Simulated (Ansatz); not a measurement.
System: C$_{4}$H$_{5}$O$_{2}$, charge 0, multiplicity 2. It need not be the lowest isomer of its formula. 
Geometry from a B3LYP-D3(BJ)/def2-TZVP (Ansatz, an electronic-structure program) optimisation:
SMILES: [CH2]C(=O)C(C)=O
```xyz
11

C      1.9465    -0.2109     0.0521
C      0.5934    -0.4480    -0.3040
O      0.2470    -1.3394    -1.0878
C     -0.4764     0.4639     0.3310
O     -0.1471     1.3380     1.0983
C     -1.8963     0.1876    -0.0657
H      2.7145    -0.8369    -0.3798
H      2.2049     0.5792     0.7412
H     -2.0029     0.2704    -1.1492
H     -2.1592    -0.8421     0.1850
H     -2.5598     0.8854     0.4384
```
Charge 0, spin multiplicity 2.

Property: atomisation energy (electronic, to ground-state atoms), in kcal/mol. Correlated levels leave the core frozen unless marked. UHF or UKS for open shells. No spin-orbit coupling. Non-relativistic. The coupled-cluster limit lacks core correlation, which all-electron functionals hold. CBS(X,Y): correlation extrapolated as X^-3; Hartree-Fock from the larger set. [CCSD(T)-MP2]/basis is that difference in the basis named.

```
level                                                     program  atomisation energy (kcal/mol)  minus last row
-------------------------------------------------  --------------  -----------------------------  --------------
B97M-V/def2-TZVPD                                          Ansatz                         1141.9             6.7
HSE06-D3(BJ)/def2-TZVPD                            Ansatz + dftd3                         1151.3            16.1
B2PLYP-D4/def2-TZVPD                               Ansatz + dftd4                         1130.2            -5.0
MP2/cc-pVTZ                                                Ansatz                         1125.6            -9.6
RI-MP2/CBS(cc-pVTZ,cc-pVQZ)                                Ansatz                         1155.7            20.5
CCSD(T)/cc-pVDZ                                            Ansatz                         1050.5           -84.7
RI-MP2/CBS(cc-pVTZ,cc-pVQZ)+[CCSD(T)-MP2]/cc-pVTZ          Ansatz                         1135.2             0.0
```

The UHF reference is spin-contaminated (<S^2> 0.21 over the pure value in the largest basis).
